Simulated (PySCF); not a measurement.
Cl2Sb, charge +1, singlet, at a GFN2-xTB geometry (core potentials on Sb); DF-TPSS/def2-SVP (PySCF).

Input for PySCF:
```python
from pyscf import gto, scf, dft

mol = gto.M(
    atom='''
Sb    0.377501   -0.020336    0.458054
Cl    0.770668    0.353973   -1.774531
Cl   -1.903172   -0.292964    0.400369
''',
    basis='def2-svp',
    ecp={'Sb': 'def2-svp'},
    charge=1,
    spin=0,
    verbose=4,
)

mf = dft.RKS(mol)
mf.xc = 'tpss'
mf = mf.density_fit(auxbasis='def2-universal-jkfit')
mf.kernel()
```

Output, abridged:

```
PySCF version 2.14.0

[INPUT] verbose = 4
[INPUT] num. atoms = 3
[INPUT] num. electrons = 56
[INPUT] charge = 1
[INPUT] spin (= nelec alpha-beta = 2S) = 0
[INPUT] symmetry False subgroup None
[INPUT] Mole.unit = angstrom
[INPUT] Symbol           X                Y                Z      unit          X                Y                Z       unit  Magmom
[INPUT]  1 Sb     0.377501000000  -0.020336000000   0.458054000000 AA    0.713373501749  -0.038429470469   0.865596610262 Bohr   0.0
[INPUT]  2 Cl     0.770668000000   0.353973000000  -1.774531000000 AA    1.456351452966   0.668912025491  -3.353377589551 Bohr   0.0
[INPUT]  3 Cl    -1.903172000000  -0.292964000000   0.400369000000 AA   -3.596473847941  -0.553621724357   0.756587758766 Bohr   0.0

nuclear repulsion = 223.714824803264
number of shells = 26
number of NR pGTOs = 133
number of NR cGTOs = 62
basis = def2-svp
ecp = {'Sb': 'def2-svp'}

******** <class 'pyscf.df.df_jk.DFRKS'> ********
method = DFRKS
initial guess = minao
damping factor = 0
level_shift factor = 0
DIIS = <class 'pyscf.scf.diis.CDIIS'>
diis_start_cycle = 1
diis_space = 8
diis_damp = 0
SCF conv_tol = 1e-09
SCF conv_tol_grad = None
SCF max_cycles = 50
direct_scf = False
XC library pyscf.dft.libxc version 7.1.2
    S. Lehtola, C. Steigemann, M. J. T. Oliveira, and M. A. L. Marques,  SoftwareX 7, 1–5 (2018)
XC functionals = tpss
    J. Tao, J. P. Perdew, V. N. Staroverov, and G. E. Scuseria,  Phys. Rev. Lett. 91, 146401 (2003)
    J. P. Perdew, J. Tao, V. N. Staroverov, and G. E. Scuseria,  J. Chem. Phys. 120, 6898 (2004)
    J. Tao, J. P. Perdew, V. N. Staroverov, and G. E. Scuseria,  Phys. Rev. Lett. 91, 146401 (2003)
    J. P. Perdew, J. Tao, V. N. Staroverov, and G. E. Scuseria,  J. Chem. Phys. 120, 6898 (2004)
radial grids:
    Treutler-Ahlrichs [JCP 102, 346 (1995); DOI:10.1063/1.469408] (M4) radial grids

becke partition: Becke, JCP 88, 2547 (1988); DOI:10.1063/1.454033
pruning grids: <function nwchem_prune>
grids dens level: 3
symmetrized grids: False
atomic radii adjust function: <function treutler_atomic_radii_adjust>
small_rho_cutoff = 0
Set gradient conv threshold to 3.16228e-05
Initial guess from minao.
tot grids = 59720
init E= -1135.54079540633
  HOMO = -0.686752164918739  LUMO = -0.676566319130523  gap/eV = 0.27717
cycle= 1 E= -1157.05621471675  delta_E= -21.5  |g|= 3.29  |ddm|= 10.2
  HOMO = -0.127963796404785  LUMO = -0.0210476115873611  gap/eV = 2.90934
cycle= 2 E= -1154.15428327735  delta_E=  2.9  |g|= 5.18  |ddm|=  9.8
  HOMO = -0.445484958866388  LUMO = -0.26342918777916  gap/eV = 4.95399
cycle= 3 E= -1159.70274988925  delta_E= -5.55  |g|= 0.919  |ddm|= 6.82
  HOMO = -0.450643136940325  LUMO = -0.401747451769928  gap/eV = 1.33052
cycle= 4 E= -1159.78322056338  delta_E= -0.0805  |g|= 0.895  |ddm|= 2.48
  HOMO = -0.512742790803245  LUMO = -0.410260449351505  gap/eV = 2.78869
cycle= 5 E= -1160.06949518673  delta_E= -0.286  |g|= 0.0592  |ddm|= 1.09
  HOMO = -0.50001830783543  LUMO = -0.404973653731169  gap/eV = 2.58630
cycle= 6 E= -1160.06970287457  delta_E= -0.000208  |g|= 0.0483  |ddm|= 0.138
  HOMO = -0.504152543983784  LUMO = -0.405868652458189  gap/eV = 2.67444
cycle= 7 E= -1160.07048172637  delta_E= -0.000779  |g|= 0.0103  |ddm|= 0.0539
  HOMO = -0.504803112711048  LUMO = -0.405584041735722  gap/eV = 2.69989
cycle= 8 E= -1160.07052207644  delta_E= -4.04e-05  |g|= 0.00155  |ddm|= 0.0134
  HOMO = -0.504825652530594  LUMO = -0.40557129323836  gap/eV = 2.70085
cycle= 9 E= -1160.07052258995  delta_E= -5.14e-07  |g|= 0.00104  |ddm|= 0.00361
  HOMO = -0.504838097053941  LUMO = -0.405560827437114  gap/eV = 2.70147
cycle= 10 E= -1160.07052301352  delta_E= -4.24e-07  |g|= 0.000115  |ddm|= 0.00155
  HOMO = -0.504839813239949  LUMO = -0.405551731831544  gap/eV = 2.70177
cycle= 11 E= -1160.07052301888  delta_E= -5.35e-09  |g|= 1.76e-05  |ddm|= 0.000184
  HOMO = -0.50484011987254  LUMO = -0.405552754207925  gap/eV = 2.70175
cycle= 12 E= -1160.07052301898  delta_E= -1.05e-10  |g|= 3.78e-06  |ddm|= 2.22e-05
  HOMO = -0.504839209380894  LUMO = -0.405553256628679  gap/eV = 2.70171
Extra cycle  E= -1160.07052301895  delta_E= 3.3e-11  |g|= 9.95e-06  |ddm|= 1.97e-05
converged SCF energy = -1160.07052301895
```
